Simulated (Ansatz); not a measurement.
PGME (C4H10O2), SMILES COCC(C)O.

Coordinates come from a PBE0-D3(BJ)/def2-SVP optimisation. Other conformers were not sampled.

Two levels are set side by side: PBE/def2-SVPD (Ansatz, a first-principles code) and CAM-B3LYP/def2-SVPD (Ansatz). Energy differences of separate SCF runs at the same geometry; the states with an electron removed or added have multiplicity 2 and 2. Differences are taken from unrounded values.

```
quantity                            PBE
---------------------------------  ----
vertical ionisation energy (eV)    9.22
vertical singlet–triplet gap (eV)  6.39
```

Q: These are the PBE values. What does CAM-B3LYP give? (The exact figures need the calculation; the answer reports its results.)

A: 
```tsv
quantity	CAM-B3LYP	PBE minus CAM-B3LYP
vertical ionisation energy (eV)	10.10	-0.88
vertical singlet–triplet gap (eV)	7.36	-0.97
```
